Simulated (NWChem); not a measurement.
System: MgSiH4; SMILES [MgH][SiH3]

NWChem input:

```
start job
memory heap 200 mb stack 900 mb global 1100 mb
geometry units angstroms noautosym nocenter noautoz
  Mg    -0.183264    -1.453594    -0.002392
  H     -0.241304    -3.167557    -0.003368
  Si    -0.098670     1.137408    -0.000963
  H      1.287101     1.685182     0.266209
  H     -0.992771     1.761487     1.049117
  H     -0.530675     1.746698    -1.317699
end
basis spherical
  Mg library def2-svpd
  H library def2-svpd
  Si library def2-svpd
end
dft
  xc xpbe96 cpbe96
  iterations 150
end
tddft
  cis
  nroots 8
end
task tddft energy
```

NWChem printed, in part:

```
             Northwest Computational Chemistry Package (NWChem) 7.3.0
             --------------------------------------------------------

                             Geometry "geometry" -> ""
                             -------------------------

 Output coordinates in angstroms (scale by  1.889725989 to convert to a.u.)

  No.       Tag          Charge          X              Y              Z
 ---- ---------------- ---------- -------------- -------------- --------------
    1 Mg                  12.0000    -0.18326400    -1.45359400    -0.00239200
    2 H                    1.0000    -0.24130400    -3.16755700    -0.00336800
    3 Si                  14.0000    -0.09867000     1.13740800    -0.00096300
    4 H                    1.0000     1.28710100     1.68518200     0.26620900
    5 H                    1.0000    -0.99277100     1.76148700     1.04911700
    6 H                    1.0000    -0.53067500     1.74669800    -1.31769900

 Effective nuclear repulsion energy (a.u.)      60.8460873269

  pbe96 is a nonlocal functional; adding pw91lda local functional.

                                 NWChem DFT Module
                                 -----------------

 Summary of "ao basis" -> "ao basis" (spherical)
 ------------------------------------------------------------------------------
       Tag                 Description            Shells   Functions and Types
 ---------------- ------------------------------  ------  ---------------------
 Mg                        def2-svpd                 9       21   4s4p1d
 H                         def2-svpd                 4        8   2s2p
 Si                        def2-svpd                10       24   5s3p2d

            General Information
            -------------------
          SCF calculation type: DFT
          Wavefunction type:  closed shell.
          No. of atoms     :     6
          No. of electrons :    30
           Alpha electrons :    15
            Beta electrons :    15
          Charge           :     0
          Spin multiplicity:     1
          Use of symmetry is: off; symmetry adaption is: off
          Maximum number of iterations: 150
          AO basis - number of functions:    77
                     number of shells:    35
          Convergence on energy requested:  1.00D-06
          Convergence on density requested:  1.00D-05
          Convergence on gradient requested:  5.00D-04

[...]

                                NWChem TDDFT Module
                                -------------------

            General Information
            -------------------
           No. of orbitals :     154
            Alpha orbitals :      77
             Beta orbitals :      77
        Alpha frozen cores :       0
         Beta frozen cores :       0
     Alpha frozen virtuals :       0
      Beta frozen virtuals :       0
         Spin multiplicity :       1
    Number of AO functions :      77
        Use of symmetry is : off
      Symmetry adaption is : off
         Schwarz screening :  0.10D-07

              XC Information
              --------------
   PerdewBurkeErnzerhof Exchange Functional   1.00
     Perdew 1991 LDA Correlation Functional   1.00 local
    PerdewBurkeErnz. Correlation Functional   1.00 non-local

             TDDFT Information
             -----------------
          Calculation type : Tamm-Dancoff TDDFT
         Wavefunction type : Restricted singlets & triplets
          No. of electrons :      30
           Alpha electrons :      15
            Beta electrons :      15
              No. of roots :       8
          Max subspacesize :    5600
            Max iterations :     100
               Target root :       1
           Target symmetry : none
      Symmetry restriction : off
                 Algorithm : Optimal
        Davidson threshold :  0.10D-03

    8 smallest eigenvalue differences (eV)
--------------------------------------------------------
  No. Spin  Occ  Vir  Irrep   E(Occ)    E(Vir)   E(Diff)
--------------------------------------------------------
    1    1   15   16 a        -0.214    -0.062     4.140
    2    1   15   17 a        -0.214    -0.062     4.141
    3    1   15   18 a        -0.214    -0.043     4.663
    4    1   14   16 a        -0.263    -0.062     5.473
    5    1   14   17 a        -0.263    -0.062     5.474
    6    1   14   18 a        -0.263    -0.043     5.996
    7    1   13   16 a        -0.293    -0.062     6.291
    8    1   12   16 a        -0.293    -0.062     6.291
--------------------------------------------------------

  Entering Davidson iterations
  Restricted singlet excited states

  Iter   NTrls   NConv    DeltaV     DeltaE      Time
  ----  ------  ------  ---------  ---------  ---------
    1      8       0     0.79E-01   0.10+100        2.8
    2     16       0     0.59E-01   0.18E-01        3.0
    3     24       0     0.26E-01   0.81E-02        3.0
    4     32       2     0.19E-01   0.18E-02        3.0
    5     38       5     0.76E-02   0.16E-02        2.5
    6     41       5     0.82E-03   0.14E-03        1.9
    7     44       8     0.46E-04   0.15E-05        1.9
  ----  ------  ------  ---------  ---------  ---------
  Convergence criterion met

  Ground state a        -491.492680358221 a.u.

  ----------------------------------------------------------------------------
  Root   1 singlet a              0.158450256 a.u.                4.3117 eV
  ----------------------------------------------------------------------------
     Transition Moments    X  0.08602   Y -0.00416   Z -0.20053
     Dipole Oscillator Strength                    0.0050311338
     Electric Quadrupole                           0.0000000899
     Magnetic Dipole                               0.0000009669
     Total Oscillator Strength                     0.0050321906

[...]
```

Level: PBE/def2-SVPD, TDA. The geometry was optimised at PBE-D3(BJ)/def2-SVP.
